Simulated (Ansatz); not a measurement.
The cluster CrF3, relaxed as a doublet with UKS PBE-D4/def2-TZVP in Ansatz, starting from the GFN1-xTB geometry. Force threshold 0.02 eV/Å.

The charge 0 doublet is spin-contaminated (final ⟨S²⟩ up to 1.75, 0.75 for a pure state). The relaxation made no stability test and no search for a lower SCF solution. At PBE-D4/def2-TZVP a quartet of charge 0 lies 0.76 eV below the doublet, each at its own geometry. The structure comes from a short search, and lower isomers may exist.

Start:

```tsv
atom	x (Å)	y (Å)	z (Å)
Cr1	-0.0816	-0.0712	0.1049
F2	0.8547	-0.5373	1.2793
F3	-1.5891	-0.1087	-0.3409
F4	0.8160	0.7173	-1.0433
```

Estimate the energy that the relaxation releases and the steps that it takes.

119.0 kJ/mol, in 5 steps; 7 s on 4 threads of Arm Neoverse V2 on a shared host. No frequencies were taken in this run, so the end may be a saddle point.

Does the start keep its bonding and symmetry?

By distances, no bond broke or formed. The bond that changes most is Cr1–F3, from 1.57 to 1.73 Å (atoms count from 1). Point group C2v at the start, D3h at the end, both within 0.05 Å.

Predict the relaxed structure.


```xyz
4

Cr    0.000    0.000    0.000
F     0.767   -0.628    1.418
F    -1.705   -0.195   -0.220
F     0.938    0.823   -1.199
```
Bond lengths: 3 × Cr–F 1.73 Å.
